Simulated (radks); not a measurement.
The promethium ion Pm+, 60 electrons, occupied as [Xe] 4f5 6s1 (the NIST ground configuration).

Method: scalar-relativistic Kohn-Sham, PBE, spin-polarised, spherical densities, finite nucleus; open shells are filled with parallel spins first (spin-orbit coupling, left out, can overturn this in heavy ions); Fermi nuclear charge, rms radius 4.962 fm; computed with a radial shooting solver on a logarithmic mesh with Libxc functionals.

Energy parts (eV):
part                      energy
total                 -272655.94
kinetic                290781.71
electron-nucleus      -662613.19
Hartree                105398.35
exchange-correlation    -6222.81

Orbitals (lengths in bohr, moments of r in powers of bohr; r(max) is where P^2 peaks):
orbital,occ.,eigenvalue (eV),<r>,r(max)
1s up,1,-45023.10,0.02318,0.01479
1s down,1,-45023.10,0.02318,0.01479
2s up,1,-7324.759,0.09896,0.08380
2s down,1,-7324.738,0.09896,0.08380
2p up,3,-6542.204,0.08711,0.06762
2p down,3,-6542.189,0.08710,0.06762
3s up,1,-1601.973,0.2606,0.2386
3s down,1,-1600.538,0.2604,0.2386
3p up,3,-1356.195,0.2589,0.2338
3p down,3,-1354.768,0.2587,0.2337
3d up,5,-1019.089,0.2363,0.1918
3d down,5,-1017.988,0.2361,0.1918
4s up,1,-324.3906,0.5931,0.5521
4s down,1,-320.6331,0.5929,0.5519
4p up,3,-243.7685,0.6281,0.5763
4p down,3,-239.9928,0.6278,0.5759
4d up,5,-129.8773,0.6886,0.6029
4d down,5,-126.0809,0.6888,0.6023
4f up,5,-9.2053,1.034,0.6372
4f down,0,-5.8945,1.108,0.6390
5s up,1,-48.7256,1.435,1.286
5s down,1,-46.3470,1.452,1.298
5p up,3,-29.3463,1.682,1.459
5p down,3,-27.4689,1.707,1.478
6s up,1,-8.6826,3.914,3.461

The highest occupied level is 6s up at -8.683 eV. Summed over all electrons, <r^2> = 59.12 bohr^2, which gives a Langevin (diamagnetic) susceptibility term of -46.8 x 10^-6 cm^3/mol. The density falls to 0.001 e/bohr^3 at r = 4.55 bohr.
